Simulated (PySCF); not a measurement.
Input of a run (PBE0-D3(BJ)/def2-SVP geometry optimisation, gas phase (PySCF 2.14.0)), started from GFN2-xTB:
```
{"job": {"xc": "PBE0", "basis": "def2-SVP", "d3": "d3bj", "grid": 1, "maxiter": 40, "shake": 0.03, "kind": "geom"}, "charge": 0, "multiplicity": 1}
Ge     0.066520    -0.075210    -0.105440
N      0.005300    -0.010430     1.690500
C     -0.079500    -0.011110     2.854230
O      0.051890    -0.002380     4.028950
C      1.909560    -0.014750    -0.673440
H      2.004460     0.005640    -1.730690
H      2.453850    -0.873350    -0.239300
H      2.461750     0.910090    -0.278950
C     -0.963730     1.674140    -0.573000
H     -1.006970     1.745270    -1.682370
H     -0.480720     2.523250    -0.202350
H     -1.957650     1.646180    -0.229000
C     -1.034790    -1.630040    -0.657230
H     -2.007370    -1.654900    -0.200240
H     -0.438910    -2.565550    -0.248470
H     -1.018030    -1.700770    -1.686790
```

Output (energies in Eh, forces in Eh/bohr):
```
step   0  E = -2363.79772206  max force = 0.071116
step   1  E = -2363.82488571  max force = 0.012226
step   2  E = -2363.82617961  max force = 0.004105
step   3  E = -2363.82633434  max force = 0.001248
step   4  E = -2363.82635132  max force = 0.000295
step   5  E = -2363.82635754  max force = 0.000315
optimisation converged
```

Problem. Summarise the run.

Solution. The energy falls by 0.779 eV over 6 energy and gradient evaluations, the largest force component goes from 0.0711 to 3.2e-04 Eh/bohr, and the atoms move by 0.082 Å rms after alignment. The bond that changes most is Ge1–C9 (ends: germanium bonded to 3 C and N; carbon bonded to Ge and 3 H), which shortens by 0.140 Å. Bonds longer at the end by more than 0.005 Å: 8 of 15; shorter: 7. Among the angles that change most is N2–C3–O4, from 169.4° to 179.6°. Among the dihedrals that turn most is N2–Ge1–C13–H14, from 49° to 60°. The energy never rose by more than 1e-6 Eh on the way. The first step brought 95 % of the lowering.

Problem. What are the final bond lengths?

Solution. Ge1–N2 1.837 Å, Ge1–C5 1.943 Å, Ge1–C9 1.944 Å, Ge1–C13 1.944 Å, N2–C3 1.193 Å, C3–O4 1.174 Å, C5–H6 1.100 Å, C5–H7 1.099 Å, C5–H8 1.100 Å, C9–H10 1.100 Å, C9–H11 1.099 Å, C9–H12 1.099 Å, C13–H14 1.100 Å, C13–H15 1.099 Å, C13–H16 1.100 Å. Numbering counts from 1 in the input's order; the species is `[CH3][Ge]([CH3])([CH3])[N]=C=O` (Ge(NCO)Me3).

The run used 161 basis functions and 42 SCF cycles in all. The run took 42 s on one thread, AMD EPYC 9B45 (x86_64), on a shared host, and the process peaked at 0.66 GiB of memory.

No PBE0-D3(BJ)/def2-SVP frequencies stand behind this structure, so it isn't proved a minimum.
